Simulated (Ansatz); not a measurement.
2,2-dichloropropane (C3H6Cl2), SMILES CC(C)(Cl)Cl.

Geometry optimised at PBE0-D3(BJ)/def2-SVP.

Two levels are set side by side: PBE/def2-SVPD (Ansatz, a first-principles code) and CAM-B3LYP/def2-SVPD (Ansatz). Energy differences of separate SCF runs at the same geometry; the states with an electron removed or added have multiplicity 2 and 2. Differences are taken from unrounded values.

```json
[
 {"quantity": "vertical ionisation energy (eV)", "CAM-B3LYP": "10.96", "PBE": "10.34", "PBE minus CAM-B3LYP": "-0.62"},
 {"quantity": "vertical singlet–triplet gap (eV)", "CAM-B3LYP": "6.52", "PBE": "5.91", "PBE minus CAM-B3LYP": "-0.61"}
]
```
